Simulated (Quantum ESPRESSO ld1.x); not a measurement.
All-electron atom: Lu39+ in [Ar] 3d10 4s2 4p2 (the NIST ground configuration). Method: Dirac Kohn-Sham, relativistic LDA (MacDonald-Vosko exchange, VWN5 correlation), spin-unpolarised, spherical densities, point nucleus; open shells are shared between the two j in proportion to 2j + 1; computed with ld1.x of Quantum ESPRESSO 7.5.

Radial electron density D(r) = 4 pi r^2 rho(r):

```
   r/bohr * D(r) (the largest magnitude, 125, reaches the edge; | marks zero)
 0.001846 |      *
 0.002347 |         *
 0.002983 |             *
 0.003793 |                  *
  0.00486 |                        *
 0.006178 |                              *
 0.007854 |                                    *
 0.009985 |                                         *
  0.01269 |                                           *
  0.01614 |                                          *
  0.02051 |                                       *
  0.02608 |                                     *
  0.03315 |                                        *
  0.04214 |                                               *
  0.05357 |                                                      *
  0.06811 |                                                     *
  0.08658 |                                             *
   0.1101 |                                        *
   0.1399 |                                            *
   0.1779 |                                              *
   0.2279 |                                  *
   0.2898 |                 *
   0.3684 |         *
   0.4683 |     *
   0.5953 | *
   0.7568 *
   0.9621 *
    1.223 *
```

D(r) has 3 maxima, at r = 0.0133, 0.0594, 0.167 bohr, and minima at 0.0261, 0.110 bohr, inside which lie 2.03, 11.11 electrons.
